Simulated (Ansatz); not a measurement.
Ansatz (a quantum-chemistry and plane-wave program) input (B3LYP/6-31G*):

Ansatz 0.2 input:
```yaml
crystal:
  periodic: [false, false, false]
  atoms:
    - {symbol: C, position_ang: [-0.69451403, -1.46568368, 0.52362707]}
    - {symbol: C, position_ang: [0.18057730, -0.25295725, 0.14981616]}
    - {symbol: C, position_ang: [0.69837992, 0.42731763, 1.43696291]}
    - {symbol: C, position_ang: [1.37637966, -0.71555547, -0.70592003]}
    - {symbol: Si, position_ang: [-0.86614721, 1.02988068, -0.83051414]}
    - {symbol: H, position_ang: [-1.06680071, -1.98850396, -0.36531592]}
    - {symbol: H, position_ang: [-1.56121586, -1.17334493, 1.12877748]}
    - {symbol: H, position_ang: [-0.11115631, -2.18830277, 1.11241905]}
    - {symbol: H, position_ang: [1.30259331, -0.28451117, 2.02034751]}
    - {symbol: H, position_ang: [1.33380545, 1.29309648, 1.21643015]}
    - {symbol: H, position_ang: [-0.12195273, 0.76578536, 2.08075421]}
    - {symbol: H, position_ang: [2.01953795, 0.12369143, -0.99721551]}
    - {symbol: H, position_ang: [1.99744625, -1.42451550, -0.13951686]}
    - {symbol: H, position_ang: [1.04975498, -1.22183587, -1.62197382]}
    - {symbol: H, position_ang: [-0.04352793, 2.22179944, -1.20910947]}
    - {symbol: H, position_ang: [-2.03736060, 1.49958462, -0.02531564]}
basis:
  gaussian:
    orbitals: 6-31G*
hamiltonian:
  xc: {name: B3LYP}
magnetization: {spin_polarized: true, initial_magnetization: 1}
phonons: {temperatures: {t_min: 298.15, t_max: 298.15, t_step: 100}}
```

Output:

```
Functional definition: B3LYP
integrals: 0.06 GiB planned
1214 factors; integrals over basis functions are off by at most 3.8e-4 eV
mean field: 0.75 GiB planned
mean field evaluation 1: about -12195.5292 eV, gradient 4.2e1 eV
mean field evaluation 2: about -12187.9005 eV, gradient 5.6e1 eV
mean field evaluation 4: about -12204.0874 eV, gradient 2.5e0 eV
mean field evaluation 8: about -12204.1217 eV, gradient 1.1e-1 eV
mean field evaluation 16: about -12204.1218 eV, gradient 6.0e-5 eV
mean field -12204.12176342 eV, -448.4932025550 hartree, gradient 6.0e-5 eV, S^2 0.751345; 0 other end points of the search recorded, 0 dependent functions left out
the calculation of the forces begins
reference -12204.12200506 eV, -448.4932114349 hartree; 25, 24 occupied and 76, 77 virtual orbitals, 1214 factors
these checks for a lower state are left out or cut short: stability, starts, cluster_reference, orbital_swaps, neighbouring_geometries, increment
integrals: 0.06 GiB planned
1214 factors; integrals over basis functions are off by at most 3.9e-4 eV
mean field: 0.75 GiB planned
mean field -12204.12159833 eV, -448.4931964878 hartree, gradient 2.1e-6 eV, S^2 0.751345; 0 other end points of the search recorded, 0 dependent functions left out
the calculation of the forces begins
reference -12204.12183996 eV, -448.4932053677 hartree; 25, 24 occupied and 76, 77 virtual orbitals, 1214 factors
these checks for a lower state are left out or cut short: stability, starts, cluster_reference, orbital_swaps, neighbouring_geometries, increment
integrals: 0.06 GiB planned
1214 factors; integrals over basis functions are off by at most 3.8e-4 eV
mean field: 0.75 GiB planned
mean field -12204.12160001 eV, -448.4931965498 hartree, gradient 1.9e-6 eV, S^2 0.751346; 0 other end points of the search recorded, 0 dependent functions left out
the calculation of the forces begins
reference -12204.12184165 eV, -448.4932054299 hartree; 25, 24 occupied and 76, 77 virtual orbitals, 1214 factors
these checks for a lower state are left out or cut short: stability, starts, cluster_reference, orbital_swaps, neighbouring_geometries, increment
integrals: 0.06 GiB planned
1214 factors; integrals over basis functions are off by at most 3.8e-4 eV
mean field: 0.75 GiB planned
mean field evaluation 32: about -12204.1215 eV, gradient 8.8e-2 eV
mean field -12204.12161309 eV, -448.4931970303 hartree, gradient 1.5e-6 eV, S^2 0.751345; 0 other end points of the search recorded, 0 dependent functions left out
the calculation of the forces begins
reference -12204.12185473 eV, -448.4932059106 hartree; 25, 24 occupied and 76, 77 virtual orbitals, 1214 factors
these checks for a lower state are left out or cut short: stability, starts, cluster_reference, orbital_swaps, neighbouring_geometries, increment
integrals: 0.06 GiB planned
1214 factors; integrals over basis functions are off by at most 3.8e-4 eV
mean field: 0.75 GiB planned
mean field -12204.12161472 eV, -448.4931970901 hartree, gradient 1.4e-6 eV, S^2 0.751345; 0 other end points of the search recorded, 0 dependent functions left out
the calculation of the forces begins
reference -12204.12185634 eV, -448.4932059698 hartree; 25, 24 occupied and 76, 77 virtual orbitals, 1214 factors
these checks for a lower state are left out or cut short: stability, starts, cluster_reference, orbital_swaps, neighbouring_geometries, increment
integrals: 0.06 GiB planned
1214 factors; integrals over basis functions are off by at most 3.8e-4 eV
mean field: 0.75 GiB planned
mean field -12204.12159062 eV, -448.4931962047 hartree, gradient 2.2e-6 eV, S^2 0.751345; 0 other end points of the search recorded, 0 dependent functions left out
the calculation of the forces begins
reference -12204.12183226 eV, -448.4932050848 hartree; 25, 24 occupied and 76, 77 virtual orbitals, 1214 factors
these checks for a lower state are left out or cut short: stability, starts, cluster_reference, orbital_swaps, neighbouring_geometries, increment
integrals: 0.06 GiB planned
1214 factors; integrals over basis functions are off by at most 3.8e-4 eV
mean field: 0.75 GiB planned
mean field -12204.12159072 eV, -448.4931962083 hartree, gradient 2.2e-6 eV, S^2 0.751346; 0 other end points of the search recorded, 0 dependent functions left out
the calculation of the forces begins
reference -12204.12183236 eV, -448.4932050882 hartree; 25, 24 occupied and 76, 77 virtual orbitals, 1214 factors
these checks for a lower state are left out or cut short: stability, starts, cluster_reference, orbital_swaps, neighbouring_geometries, increment
integrals: 0.06 GiB planned
1214 factors; integrals over basis functions are off by at most 3.8e-4 eV
mean field: 0.75 GiB planned
mean field -12204.12164689 eV, -448.4931982723 hartree, gradient 1.5e-6 eV, S^2 0.751345; 0 other end points of the search recorded, 0 dependent functions left out
[...]
the calculation of the forces begins
reference -12204.12196083 eV, -448.4932098096 hartree; 25, 24 occupied and 76, 77 virtual orbitals, 1214 factors
these checks for a lower state are left out or cut short: stability, starts, cluster_reference, orbital_swaps, neighbouring_geometries, increment
integrals: 0.06 GiB planned
1214 factors; integrals over basis functions are off by at most 3.8e-4 eV
mean field: 0.75 GiB planned
mean field -12204.12171925 eV, -448.4932009317 hartree, gradient 1.8e-6 eV, S^2 0.751345; 0 other end points of the search recorded, 0 dependent functions left out
the calculation of the forces begins
reference -12204.12196088 eV, -448.4932098114 hartree; 25, 24 occupied and 76, 77 virtual orbitals, 1214 factors
these checks for a lower state are left out or cut short: stability, starts, cluster_reference, orbital_swaps, neighbouring_geometries, increment
integrals: 0.06 GiB planned
1214 factors; integrals over basis functions are off by at most 3.8e-4 eV
mean field: 0.75 GiB planned
mean field -12204.12169388 eV, -448.4931999993 hartree, gradient 2.2e-6 eV, S^2 0.751345; 0 other end points of the search recorded, 0 dependent functions left out
the calculation of the forces begins
reference -12204.12193553 eV, -448.4932088797 hartree; 25, 24 occupied and 76, 77 virtual orbitals, 1214 factors
these checks for a lower state are left out or cut short: stability, starts, cluster_reference, orbital_swaps, neighbouring_geometries, increment
integrals: 0.06 GiB planned
1214 factors; integrals over basis functions are off by at most 3.8e-4 eV
mean field: 0.75 GiB planned
mean field evaluation 288: about -12204.1217 eV, gradient 3.4e-5 eV
mean field -12204.12169423 eV, -448.4932000122 hartree, gradient 2.4e-6 eV, S^2 0.751345; 0 other end points of the search recorded, 0 dependent functions left out
the calculation of the forces begins
reference -12204.12193585 eV, -448.4932088917 hartree; 25, 24 occupied and 76, 77 virtual orbitals, 1214 factors
these checks for a lower state are left out or cut short: stability, starts, cluster_reference, orbital_swaps, neighbouring_geometries, increment
integrals: 0.06 GiB planned
1214 factors; integrals over basis functions are off by at most 3.8e-4 eV
mean field: 0.75 GiB planned
mean field -12204.12174330 eV, -448.4932018153 hartree, gradient 8.9e-7 eV, S^2 0.751345; 0 other end points of the search recorded, 0 dependent functions left out
the calculation of the forces begins
reference -12204.12198492 eV, -448.4932106948 hartree; 25, 24 occupied and 76, 77 virtual orbitals, 1214 factors
these checks for a lower state are left out or cut short: stability, starts, cluster_reference, orbital_swaps, neighbouring_geometries, increment
integrals: 0.06 GiB planned
1214 factors; integrals over basis functions are off by at most 3.8e-4 eV
mean field: 0.75 GiB planned
mean field -12204.12174338 eV, -448.4932018186 hartree, gradient 1.0e-6 eV, S^2 0.751345; 0 other end points of the search recorded, 0 dependent functions left out
the calculation of the forces begins
reference -12204.12198503 eV, -448.4932106990 hartree; 25, 24 occupied and 76, 77 virtual orbitals, 1214 factors
these checks for a lower state are left out or cut short: stability, starts, cluster_reference, orbital_swaps, neighbouring_geometries, increment
integrals: 0.06 GiB planned
1214 factors; integrals over basis functions are off by at most 3.8e-4 eV
mean field: 0.75 GiB planned
mean field -12204.12174324 eV, -448.4932018131 hartree, gradient 1.7e-6 eV, S^2 0.751345; 0 other end points of the search recorded, 0 dependent functions left out
the calculation of the forces begins
reference -12204.12198486 eV, -448.4932106925 hartree; 25, 24 occupied and 76, 77 virtual orbitals, 1214 factors
these checks for a lower state are left out or cut short: stability, starts, cluster_reference, orbital_swaps, neighbouring_geometries, increment
integrals: 0.06 GiB planned
1214 factors; integrals over basis functions are off by at most 3.8e-4 eV
mean field: 0.75 GiB planned
mean field -12204.12174297 eV, -448.4932018032 hartree, gradient 1.6e-6 eV, S^2 0.751346; 0 other end points of the search recorded, 0 dependent functions left out
the calculation of the forces begins
reference -12204.12198462 eV, -448.4932106838 hartree; 25, 24 occupied and 76, 77 virtual orbitals, 1214 factors
these checks for a lower state are left out or cut short: stability, starts, cluster_reference, orbital_swaps, neighbouring_geometries, increment
integrals: 0.06 GiB planned
1214 factors; integrals over basis functions are off by at most 3.8e-4 eV
mean field: 0.75 GiB planned
mean field evaluation 320: about -12204.1217 eV, gradient 2.1e-6 eV
mean field -12204.12172796 eV, -448.4932012519 hartree, gradient 2.1e-6 eV, S^2 0.751344; 0 other end points of the search recorded, 0 dependent functions left out
the calculation of the forces begins
reference -12204.12196962 eV, -448.4932101327 hartree; 25, 24 occupied and 76, 77 virtual orbitals, 1214 factors
these checks for a lower state are left out or cut short: stability, starts, cluster_reference, orbital_swaps, neighbouring_geometries, increment
integrals: 0.06 GiB planned
1214 factors; integrals over basis functions are off by at most 3.8e-4 eV
mean field: 0.75 GiB planned
mean field -12204.12172738 eV, -448.4932012304 hartree, gradient 2.1e-6 eV, S^2 0.751346; 0 other end points of the search recorded, 0 dependent functions left out
the calculation of the forces begins
reference -12204.12196899 eV, -448.4932101094 hartree; 25, 24 occupied and 76, 77 virtual orbitals, 1214 factors
these checks for a lower state are left out or cut short: stability, starts, cluster_reference, orbital_swaps, neighbouring_geometries, increment
integrals: 0.06 GiB planned
1214 factors; integrals over basis functions are off by at most 3.8e-4 eV
mean field: 0.75 GiB planned
mean field -12204.12175693 eV, -448.4932023163 hartree, gradient 2.8e-6 eV, S^2 0.751344; 0 other end points of the search recorded, 0 dependent functions left out
the calculation of the forces begins
reference -12204.12199854 eV, -448.4932111954 hartree; 25, 24 occupied and 76, 77 virtual orbitals, 1214 factors
these checks for a lower state are left out or cut short: stability, starts, cluster_reference, orbital_swaps, neighbouring_geometries, increment
integrals: 0.06 GiB planned
1214 factors; integrals over basis functions are off by at most 3.8e-4 eV
mean field: 0.75 GiB planned
mean field -12204.12175650 eV, -448.4932023007 hartree, gradient 1.7e-6 eV, S^2 0.751347; 0 other end points of the search recorded, 0 dependent functions left out
the calculation of the forces begins
reference -12204.12199816 eV, -448.4932111816 hartree; 25, 24 occupied and 76, 77 virtual orbitals, 1214 factors
Total energy: -12204.12200506 eV, -448.4932114349 hartree
Atom 0 at    -0.694514    -1.465684     0.523627 Å, force    -0.000402    -0.000298    -0.000088 eV/Å
Atom 1 at     0.180577    -0.252957     0.149816 Å, force     0.000559     0.000057     0.000976 eV/Å
Atom 2 at     0.698380     0.427318     1.436963 Å, force    -0.000186    -0.000036    -0.000335 eV/Å
Atom 3 at     1.376380    -0.715555    -0.705920 Å, force     0.000215    -0.000075    -0.000454 eV/Å
Atom 4 at    -0.866147     1.029881    -0.830514 Å, force    -0.000406     0.000050    -0.000652 eV/Å
Atom 5 at    -1.066801    -1.988504    -0.365316 Å, force     0.000156     0.000162     0.000054 eV/Å
Atom 6 at    -1.561216    -1.173345     1.128777 Å, force     0.000227     0.000120    -0.000030 eV/Å
Atom 7 at    -0.111156    -2.188303     1.112419 Å, force     0.000043     0.000057    -0.000035 eV/Å
Atom 8 at     1.302593    -0.284511     2.020348 Å, force     0.000023     0.000032     0.000059 eV/Å
Atom 9 at     1.333805     1.293096     1.216430 Å, force    -0.000028    -0.000162    -0.000030 eV/Å
Atom 10 at    -0.121953     0.765785     2.080754 Å, force     0.000065    -0.000128    -0.000085 eV/Å
Atom 11 at     2.019538     0.123691    -0.997216 Å, force    -0.000161    -0.000021     0.000201 eV/Å
Atom 12 at     1.997446    -1.424516    -0.139517 Å, force    -0.000071     0.000016     0.000033 eV/Å
Atom 13 at     1.049755    -1.221836    -1.621974 Å, force    -0.000090     0.000073     0.000200 eV/Å
Atom 14 at    -0.043528     2.221799    -1.209109 Å, force     0.000052     0.000085     0.000080 eV/Å
Atom 15 at    -2.037361     1.499585    -0.025316 Å, force     0.000005     0.000068     0.000108 eV/Å
Dipole moment:     0.108170    -0.132355     0.101439 e Å
Vibrations: 140.31 222.87 224.13 239.03 277.97 281.80 336.75 366.72 371.22 576.91 635.30 674.53 820.63 924.13 950.87 958.02 976.00 1040.02 1050.05 1223.80 1228.76 1232.53 1425.93 1429.39 1457.87 1511.93 1513.57 1515.71 1533.35 1535.50 1541.75 2174.44 2203.63 3012.37 3022.10 3026.97 3081.17 3084.69 3087.90 3105.48 3108.07 3110.75 cm⁻¹, zero-point energy 3.734089 eV
```

The blocks after the first are displaced geometries, from whose forces the wavenumbers follow.
